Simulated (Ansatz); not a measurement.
System: GaBr2, net charge 1, singlet state. It need not be the lowest isomer of its formula. SMILES: [Br][Ga+][Br]
Coordinates optimised at B3LYP-D3(BJ)/def2-TZVP (Ansatz, a quantum-chemistry and plane-wave program):
```
Ga
Br 1 2.1837
Br 1 2.1837 2 180.00
```
Charge +1, spin multiplicity 1.

Parts of the frozen-core correlation energy in STO-3G (Ansatz, hartree). Frozen orbitals: 42; correlated occupied orbitals by spin: 8 and 8; virtual: 4 and 4. No spin-orbit coupling. Non-relativistic. The restricted reference is unstable.

```json
[
 {"term": "reference (HF)", "value": "-6990.14445"},
 {"term": "MP2 opposite-spin", "value": "-0.03339"},
 {"term": "MP2 same-spin", "value": "-0.01064"},
 {"term": "CCSD correlation", "value": "-0.05198"},
 {"term": "(T)", "value": "-0.00488"},
 {"term": "FCI minus CCSD(T)", "value": "-0.00050"},
 {"term": "T1 diagnostic", "value": "0.021"},
 {"term": "largest doubles amplitude", "value": "0.050"}
]
```
